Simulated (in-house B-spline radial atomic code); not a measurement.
A run on neutral niobium (an excited or competing configuration) that did not converge. Method: scalar-relativistic (X2C) B97-1, spin-polarised, spherical fractional occupations, Fermi nucleus of rms radius 4.324 fm; computed with a B-spline radial code for spherical atoms.

Command:
```bash
python run_scf.py task.json out
```
Settings (nuclear radius in fm, mass in u):
```
Z                41
configuration    [Ar] 3d10 4s2 4p5 4d4 5s1 6f1
hamiltonian      x2c
method           b97_1
spin_polarised   True
nucleus          fermi
rms_radius       4.324
atomic_mass      92.90637
speed_of_light   137.035999084
```

First and last ten iterations of the last attempt (damped for 15 steps, keeping 80 % of the old Fock matrix, then DIIS):
```
 iter        energy (Eh)    residual
    1       -3812.317509    4.19e-01
    2       -3815.509666    2.06e-01
    3       -3816.594179    1.34e-01
    4       -3817.180743    9.37e-02
    5       -3817.494407    6.54e-02
    6       -3817.631518    4.78e-02
    7       -3817.695191    3.51e-02
    8       -3817.728489    2.57e-02
    9       -3817.744906    1.91e-02
   10       -3817.752946    1.43e-02
  111       -3817.761594    1.97e-06
  112       -3817.761594    1.03e-06
  113       -3817.761594    2.28e-06
  114       -3817.761594    7.15e-07
  115       -3817.761594    8.27e-07
  116       -3817.761594    7.85e-07
  117       -3817.761594    5.79e-06
  118       -3817.761594    1.50e-06
  119       -3817.761594    8.34e-07
  120       -3817.761594    8.34e-07
 not converged after 120 iterations
```

The smallest residual met was 7.2e-07; the threshold is about 4e-07. Over the last five steps the energy moves by less than 1e-08 hartree, but the orbitals didn't meet the threshold. Time taken, with all properties: 9.9 s on 1 thread of Arm Neoverse V1 (shared host).
